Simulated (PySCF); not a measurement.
# Working out the ionisation energy of Mn

Mn [Ar] 3d5 4s2 (6S) → Mn⁺ [Ar] 3d5 4s1 (7S). Computed with PySCF 2.14 in 6-31G*, with no relativity, point nucleus. Frozen: [Ar]. Energies in hartree (1 hartree = 27.21139 eV):

```tsv
part	Mn (lower)	Mn⁺ (upper)
UHF	-1149.719504	-1149.501429
MP2 opposite-spin	-0.023956	0.000000
MP2 same-spin	-0.046850	-0.047057
```

Problem. What does Hartree-Fock give?

Solution. (-1149.501429) − (-1149.719504) = 0.218075 hartree = 5.934 eV.

Problem. What do MP2 and SCS-MP2 (6/5 opposite-spin, 1/3 same-spin) give?

Solution. The opposite-spin parts differ by 0.652 eV and the same-spin parts by -0.006 eV. MP2: 5.934 + (0.652) + (-0.006) = 6.580 eV. SCS-MP2: 5.934 + 1.2 × (0.652) + (-0.006)/3 = 6.714 eV.

Measured between the centres of the two terms (NIST): 7.434 eV, so MP2 (valence) is off by -0.854 eV.

The calculation is non-relativistic.

What remains against the reference includes basis incompleteness, the frozen core and correlation beyond second order.
